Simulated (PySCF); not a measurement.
Compound: TeMe4, C4H12Te.
Bonds: Te1–C2, Te1–C6, Te1–C10, Te1–C14. Hydrogens: H3, H4, H5 on C2; H7, H8, H9 on C6; H11, H12, H13 on C10; H15, H16, H17 on C14.

Computed by this run: PBE0-D3(BJ)/def2-SVP geometry optimisation, gas phase, def2 core potentials past Kr in PySCF 2.14.0; density fitting, grid level 1; the optimiser is geomeTRIC in internal coordinates, started from a GFN2-xTB structure with every atom displaced at random (about 0.03 Å).

Step 0: E = -11626.0419 eV
```
atom  x, y, z in Å  |  force x, y, z in eV/Å
Te1    -0.4844   -0.7897    0.0233   -1.943   1.427  -0.137
C2     -0.2942   -0.3744    2.2664    0.969   1.587   0.213
H3     -1.2942   -0.1837    2.7349    0.646   0.040  -0.267
H4      0.4669    0.5021    2.4596   -1.542  -1.272  -0.263
H5      0.1591   -1.2498    2.7247    0.084  -0.532   0.306
C6     -0.3297   -0.3947   -2.2701    1.841   0.380   1.693
H7      0.3541    0.4348   -2.4898    0.091   0.223   0.062
H8     -1.2371   -0.2155   -2.7512   -2.170   0.372  -0.796
H9      0.1089   -1.2740   -2.6783    0.539  -1.235  -0.611
C10     1.5937   -0.7552    0.0275    0.370   0.478  -0.438
H11     1.9337   -1.2131   -0.8894    0.272  -0.224  -0.564
H12     1.9792   -1.2927    0.8789    0.230  -0.126   0.643
H13     1.8679    0.3074    0.0239    0.241  -0.055   0.170
C14    -1.1843    1.3607    0.0145    1.304  -1.065  -0.570
H15    -0.2474    1.9239   -0.0342    0.264   0.060   0.083
H16    -1.6960    1.6251    0.9124   -0.668   0.065   0.937
H17    -1.7245    1.5883   -0.8927   -0.526  -0.123  -0.461
```

Step 1: E = -11626.4136 eV
```
atom  x, y, z in Å  |  force x, y, z in eV/Å
Te1    -0.5179   -0.7192    0.0244   -0.025  -0.248  -0.035
C2     -0.3291   -0.3413    2.2704    0.527  -0.297   0.013
H3     -1.3099   -0.1123    2.7087   -0.100   0.007  -0.013
H4      0.3735    0.4787    2.4774   -0.022   0.173   0.050
H5      0.0792   -1.2481    2.7510   -0.114   0.009  -0.005
C6     -0.3370   -0.3623   -2.2204    0.429  -0.226  -0.078
H7      0.3654    0.4613   -2.4358   -0.069   0.009  -0.046
H8     -1.3143   -0.1400   -2.6758   -0.028  -0.045   0.035
H9      0.0722   -1.2889   -2.6598   -0.087   0.070  -0.104
C10     1.6518   -0.7425   -0.0164   -0.210  -0.094  -0.075
H11     1.9868   -1.2222   -0.9463   -0.089  -0.017   0.027
H12     2.0313   -1.2808    0.8605   -0.024   0.052   0.069
H13     1.9941    0.3004   -0.0112   -0.010   0.049   0.086
C14    -1.1496    1.3066   -0.0064    0.078   0.344  -0.006
H15    -0.2068    1.8748   -0.0538   -0.163   0.119   0.041
H16    -1.6919    1.5480    0.9166   -0.033   0.053  -0.087
H17    -1.7264    1.4872   -0.9230   -0.060   0.040   0.126
```

Step 2: E = -11626.4532 eV
```
atom  x, y, z in Å  |  force x, y, z in eV/Å
Te1    -0.5083   -0.7231    0.0114   -0.217   0.401   0.033
C2     -0.2841   -0.3568    2.2618    0.157  -0.266  -0.037
H3     -1.2649   -0.1145    2.6943   -0.085  -0.002   0.022
H4      0.4171    0.4599    2.4740    0.074   0.178   0.036
H5      0.1004   -1.2737    2.7429   -0.065   0.034  -0.036
C6     -0.3210   -0.3832   -2.2539    0.186  -0.139  -0.018
H7      0.3810    0.4361   -2.4852   -0.059   0.008  -0.022
H8     -1.3106   -0.1507   -2.6892    0.113  -0.053   0.095
H9      0.0631   -1.3132   -2.7136   -0.077   0.104   0.021
C10     1.6450   -0.7511    0.0144   -0.019  -0.105  -0.137
H11     1.9919   -1.2348   -0.9096   -0.010   0.022   0.050
H12     1.9985   -1.2864    0.9066   -0.047   0.049  -0.028
H13     1.9898    0.2919    0.0365   -0.008  -0.005   0.028
C14    -1.1731    1.3467   -0.0019    0.115  -0.149   0.001
H15    -0.2579    1.9563   -0.0407   -0.042  -0.001   0.016
H16    -1.7283    1.5700    0.9198    0.010  -0.055  -0.075
H17    -1.7672    1.5263   -0.9073   -0.027  -0.024   0.053
```

**Question.** Estimate the geometry and energy of step 3. (The exact step hangs on the optimiser's Hessian estimate; all steps are aligned on step 2, rigid shifts and turns removed.)

**Answer.** E = -11626.4646 eV, largest force 0.293 eV/Å
```
atom  x, y, z in Å  |  force x, y, z in eV/Å
Te1    -0.5039   -0.7086    0.0122   -0.233   0.177  -0.004
C2     -0.2759   -0.3511    2.2630    0.119  -0.018  -0.002
H3     -1.2628   -0.1057    2.6873   -0.002  -0.015  -0.002
H4      0.4261    0.4713    2.4852   -0.045  -0.022   0.005
H5      0.0922   -1.2734    2.7422   -0.001   0.011  -0.006
C6     -0.3012   -0.3828   -2.2484    0.069  -0.058  -0.002
H7      0.3981    0.4346   -2.4904   -0.027   0.018  -0.012
H8     -1.2929   -0.1475   -2.6706    0.040  -0.020   0.021
H9      0.0666   -1.3130   -2.7143   -0.019   0.027   0.017
C10     1.6380   -0.7566    0.0021    0.066  -0.050  -0.010
H11     1.9778   -1.2459   -0.9199    0.007   0.011   0.021
H12     1.9826   -1.2893    0.8978    0.012   0.016  -0.008
H13     1.9911    0.2838    0.0266    0.012  -0.013   0.001
C14    -1.1741    1.3439    0.0005    0.017  -0.056  -0.010
H15    -0.2747    1.9741   -0.0357   -0.002   0.009   0.002
H16    -1.7354    1.5507    0.9203    0.000  -0.020  -0.010
H17    -1.7802    1.5148   -0.8974   -0.012   0.002  -0.001
```

The energy changes by -0.0114 eV. The first-order estimate −F·Δx gives -0.0194 eV and the mean of the old and new forces, exact on a quadratic surface, -0.0117 eV. The step makes an angle of 68° with the force vector and moves no atom by more than 0.026 Å.

The cost below is that of the whole optimisation. On one thread of an Intel Xeon Platinum 8488C, no GPU, shared host with 96 logical CPUs at a one-minute load of 36, this took 95 s and 0.58 GiB of memory at its peak.
